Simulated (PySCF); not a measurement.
B3LYP has the VWN-RPA correlation part, as in Gaussian. 

```xyz
9

C     -1.1144    -0.0695     0.1297
N      0.2066     0.5117    -0.0122
C      1.3324    -0.2284    -0.1625
O      1.3806    -1.4396    -0.1973
H     -1.0059    -1.1504     0.0912
H     -1.5652     0.2082     1.0845
H     -1.7732     0.2501    -0.6801
H      0.3059     1.5128     0.0000
H      2.2333     0.4051    -0.2533
```

Charge 0, multiplicity 1.

Q: Give the Mulliken and meta-Löwdin atomic charges from B3LYP-D3(BJ)/def2-TZVP (PySCF).

A: 
```csv
atom,Mulliken (e),meta-Löwdin (e)
C1,-0.23,-0.24
N2,-0.27,-0.27
C3,0.18,0.31
O4,-0.36,-0.49
H5,0.16,0.15
H6,0.12,0.12
H7,0.12,0.12
H8,0.21,0.24
H9,0.06,0.07
```
